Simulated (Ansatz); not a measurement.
# C6H7FO: where a starting geometry ends

The starting geometry of this gas-phase singlet was optimised with GFN2-xTB; its bonds are those of `C=C(O)CC1(F)C=C1`.

```xyz
15

C    -1.5683    0.4681    3.2194
C    -0.6889    0.0906    2.3017
C    -1.0513   -0.1227    0.8502
C    -0.3279    0.8577   -0.0501
C    -0.6045    2.3087   -0.1320
C    -0.9277    1.5974   -1.1824
F     1.0158    0.4695   -0.1956
O     0.6129   -0.1253    2.6376
H    -1.2685    0.6108    4.2407
H    -2.6007    0.6247    2.9735
H     1.1464   -0.2367    1.8408
H    -0.7751   -1.1394    0.5506
H    -2.1245    0.0014    0.7170
H    -0.5256    3.2468    0.3589
H    -1.3019    1.5328   -2.1740
```

**Question.** Predict what it relaxes into with PBE0-D3(BJ)/def2-SVP.

**Answer.** It keeps its bonds, and is `C=C(O)CC1(F)C=C1`.

The energy falls by 0.10 eV over 9 steps:

| step | E − E(last) (eV) |
| --- | --- |
| 1 | 0.101 |
| 2 | 0.024 |
| 3 | 0.009 |
| 4 | 0.004 |
| 5 | 0.002 |
| 6 | 0.000 |
| 7 | 0.000 |
| 8 | 0.000 |
| 9 | 0.000 |

Final geometry (Å):

```yaml
atoms:
  - { symbol: C, position_ang: [-1.5690, 0.3435, 3.3100] }
  - { symbol: C, position_ang: [-0.6983, 0.1058, 2.3206] }
  - { symbol: C, position_ang: [-1.1067, -0.0430, 0.8796] }
  - { symbol: C, position_ang: [-0.3407, 0.8756, -0.0437] }
  - { symbol: C, position_ang: [-0.5437, 2.3118, -0.2202] }
  - { symbol: C, position_ang: [-0.8337, 1.5471, -1.2433] }
  - { symbol: F, position_ang: [0.9984, 0.4254, -0.0758] }
  - { symbol: O, position_ang: [0.6214, -0.0287, 2.5721] }
  - { symbol: H, position_ang: [-1.2226, 0.4322, 4.3411] }
  - { symbol: H, position_ang: [-2.6347, 0.4309, 3.1002] }
  - { symbol: H, position_ang: [1.1004, -0.0343, 1.7313] }
  - { symbol: H, position_ang: [-0.9244, -1.0817, 0.5495] }
  - { symbol: H, position_ang: [-2.1811, 0.1539, 0.7785] }
  - { symbol: H, position_ang: [-0.4742, 3.3014, 0.2257] }
  - { symbol: H, position_ang: [-1.1808, 1.4446, -2.2694] }
```

The end wasn't checked by frequencies. Run with Ansatz 0.2.0, 94 s on 2 threads of Intel(R) Xeon(R) Processor @ 2.50GHz (Skylake/Cascade Lake) (shared host).
